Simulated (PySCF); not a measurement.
**NMR parameters from quadrupole coupling constants**

C6H8F2O.
Z-matrix (Å and degrees, GFN2-xTB geometry), rows numbered from 1:
```
F 
C   1  1.3721
C   2  1.5246  1  110.05
C   3  1.5308  2  110.96  1   -65.67
O   4  1.4156  3  112.10  2   176.59
C   5  1.3447  4  115.14  3    42.81
C   6  1.3305  5  126.11  4   -11.01
C   7  1.4967  6  121.10  5    -1.85
F   8  1.3960  3  109.04  2    47.01
H   2  1.0940  1  107.14  3  -121.15
H   2  1.0947  1  106.91  3   120.88
H   3  1.0952  2  109.13  1    54.51
H   4  1.0988  3  108.87  2   -62.63
H   4  1.0916  3  111.09  2    57.88
H   6  1.0805  5  111.29  4   170.04
H   7  1.0752  6  120.76  5   178.16
H   8  1.0975  3  111.36  2   -68.08
```

Computed at PBE0/pcSseg-1 (PySCF, non-relativistic):

```tsv
atom	environment	nucleus	spin I	Q (b)	CQ = χzz (MHz)	η
O5	cyclic ether oxygen	17O	5/2	-0.0256	-10.787	0.650
```

Problem. Give the quadrupolar product PQ = |CQ|√(1 + η²/3), the quadrupolar frequency νQ = 3|CQ|/[2I(2I − 1)] and the Larmor frequency ν0 = |g| × 7.62259 MHz/T × B at 7.05 T, with g(17O) = −0.75752.

Solution. 
```json
{"atom": "O5", "PQ (MHz)": "11.52", "νQ (MHz)": "1.618", "ν0 (MHz)": "40.71", "νQ/ν0": "0.040"}
```

For O5: PQ = 10.79 × 1.0680, νQ = 10.79 × 0.1500, ν0 = 5.7742 MHz/T × 7.05 T.

Problem. For half-integer spins with νQ below a tenth of ν0, find the second-order shift of the centre of gravity of the central transition at 7.05, 14.1 and 18.8 T.

Solution. From −(3/40)(PQ/ν0)²[I(I + 1) − 3/4]/[I(2I − 1)]², which goes as 1/B² (ppm):

```
     site  7.05 T  14.1 T  18.8 T
17O at O5    -481    -120   -67.6
```

Geometry: GFN2-xTB, one conformer, isolated molecule. GFN2-xTB bond lengths can be off by several hundredths of an ångström, more for odd bonds, and the gradients follow them. With so small a basis the couplings can be 20 % off.
